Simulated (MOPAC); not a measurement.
Input file for MOPAC: PM3 on H2O2Se (SMILES O[Se]O), a point of a torsion scan.

```
PM3 1SCF PRECISE CHARGE=0 THREADS=1
H2O2Se

O      1.06170984 1     0.52681786 1    -0.29204460 1
Se    -0.01986188 1    -0.86870490 1    -0.58824957 1
O      0.52404523 1    -1.31868745 1    -2.24081341 1
H      1.98549135 1     0.26112360 1    -0.33177297 1
H      1.11794161 1    -2.07503974 1    -2.21939434 1
```

Output:

```
*******************************************************************************
 **                                                                           **
 **                              MOPAC v23.2.5                                **
 **                                                                           **
 *******************************************************************************
 ** MOPAC's Digital Object Identifier: https://doi.org/10.5281/zenodo.6511958 **
 **                                                                           **
 ** Please cite the open-source release paper for use of this MOPAC version:  **
 ** J. E. Moussa and J. J. P. Stewart (2026)                                  **
 ** MOPAC: An open-source semiempirical molecular orbital program             **
 ** J. Open Source Softw., 11(119), 8025, https://doi.org/10.21105/joss.08025 **
 *******************************************************************************

                              PM3 CALCULATION RESULTS

 *******************************************************************************
 *  PM3        - The PM3 Hamiltonian to be used
 *
 *
 *
 *                 CHARGE ON SYSTEM = 0
 *
 *
 *
 *  PRECISE    - TIGHTER CRITERIA TO BE USED
 *  1SCF       - DO 1 SCF AND THEN STOP
 *  THREADS=1  - MULTI-THREADING NOT USED
 *  T=         - A TIME OF 172800.0 SECONDS REQUESTED
 *  DUMP=N     - RESTART FILE WRITTEN EVERY 7200.0 SECONDS REQUESTED
 *******************************************************************************
PM3 1SCF PRECISE CHARGE=0 THREADS=1
 H2O2Se

   ATOM   CHEMICAL          X               Y               Z
  NUMBER   SYMBOL      (ANGSTROMS)     (ANGSTROMS)     (ANGSTROMS)

     1       O          1.06170984  *   0.52681786  *  -0.29204460  *
     2      Se         -0.01986188  *  -0.86870490  *  -0.58824957  *
     3       O          0.52404523  *  -1.31868745  *  -2.24081341  *
     4       H          1.98549135  *   0.26112360  *  -0.33177297  *
     5       H          1.11794161  *  -2.07503974  *  -2.21939434  *



          CARTESIAN COORDINATES

    NO.       ATOM           X           Y           Z

     1         O          1.0617      0.5268     -0.2920
     2        Se         -0.0199     -0.8687     -0.5882
     3         O          0.5240     -1.3187     -2.2408
     4         H          1.9855      0.2611     -0.3318
     5         H          1.1179     -2.0750     -2.2194

  H: (PM3): J. J. P. STEWART, J. COMP. CHEM. 10, 209 (1989).
  O: (PM3): J. J. P. STEWART, J. COMP. CHEM. 10, 209 (1989).
 Se: (PM3): J. J. P. STEWART, J. COMP. CHEM. 12, 320-341 (1991).

           Empirical Formula: H2 O2 Se  =     5 atoms



      MOLECULAR POINT GROUP   :   C1


      RHF CALCULATION, NO. OF DOUBLY OCCUPIED LEVELS = 10


 -------------------------------------------------------------------------------
 PM3 1SCF PRECISE CHARGE=0 THREADS=1
 H2O2Se



     1SCF WAS SPECIFIED, SO BFGS WAS NOT USED
     SCF FIELD WAS ACHIEVED


                              PM3 CALCULATION
                                                       MOPAC v23.2.5 Linux




          FINAL HEAT OF FORMATION =       -113.84121 KCAL/MOL =    -476.31163 KJ/MOL


          COSMO AREA              =         87.78 SQUARE ANGSTROMS
          COSMO VOLUME            =         70.91 CUBIC ANGSTROMS

          IONIZATION POTENTIAL    =          9.396712 EV
          HOMO LUMO ENERGIES (EV) =         -9.397 -0.814
          NO. OF FILLED LEVELS    =         10
          MOLECULAR WEIGHT        =        112.9746         POINT GROUP:  C1

          MOLECULAR DIMENSIONS (Angstroms)

            Atom       Atom       Distance
            H     5    O     1     3.23844
            H     4   Se     2     2.07653
            O     3   Se     2     0.91608


          SCF CALCULATIONS        =          1





   ATOM   CHEMICAL          X               Y               Z
  NUMBER   SYMBOL      (ANGSTROMS)     (ANGSTROMS)     (ANGSTROMS)

     1       O          1.06170984  *   0.52681786  *  -0.29204460  *
     2      Se         -0.01986188  *  -0.86870490  *  -0.58824957  *
     3       O          0.52404523  *  -1.31868745  *  -2.24081341  *
     4       H          1.98549135  *   0.26112360  *  -0.33177297  *
     5       H          1.11794161  *  -2.07503974  *  -2.21939434  *

                             CARTESIAN COORDINATES

   1    O        1.061709840     0.526817860    -0.292044600
   2   Se       -0.019861880    -0.868704900    -0.588249570
   3    O        0.524045230    -1.318687450    -2.240813410
   4    H        1.985491350     0.261123600    -0.331772970
   5    H        1.117941610    -2.075039740    -2.219394340


           Empirical Formula: H2 O2 Se  =     5 atoms



      MOLECULAR POINT GROUP   :   C1


                  EIGENVALUES
 -36.38179 -36.12384 -19.78263 -17.73114 -17.11346 -14.75887 -14.01372 -12.90582
 -11.68840  -9.39671  -0.81370  -0.60254   3.99505   4.20468


              NET ATOMIC CHARGES AND DIPOLE CONTRIBUTIONS

  ATOM NO.   TYPE          CHARGE      No. of ELECS.   s-Pop       p-Pop
    1          O          -0.377384        6.3774     1.80417     4.57321
    2         Se           0.359542        5.6405     1.89858     3.74188
    3          O          -0.395374        6.3954     1.80449     4.59089
    4          H           0.206366        0.7936     0.79363
    5          H           0.206850        0.7932     0.79315
 DIPOLE           X         Y         Z       TOTAL
 POINT-CHG.     0.125    -1.754     1.235     2.149
 HYBRID         1.512    -0.396    -0.428     1.621
 SUM            1.637    -2.149     0.807     2.820


          ATOMIC ORBITAL ELECTRON POPULATIONS

     Atom    s        px        py        pz
    1  O   1.80417   1.23628   1.42751   1.90943
    2 Se   1.89858   1.43960   1.28781   1.01446
    3  O   1.80449   1.68282   1.53922   1.36885
    4  H   0.79363
    5  H   0.79315

 **********************
 *                    *
 * JOB ENDED NORMALLY *
 *                    *
 **********************




 == MOPAC DONE ==
```

The run finished.

Cost: roughly 0.03 core-seconds.
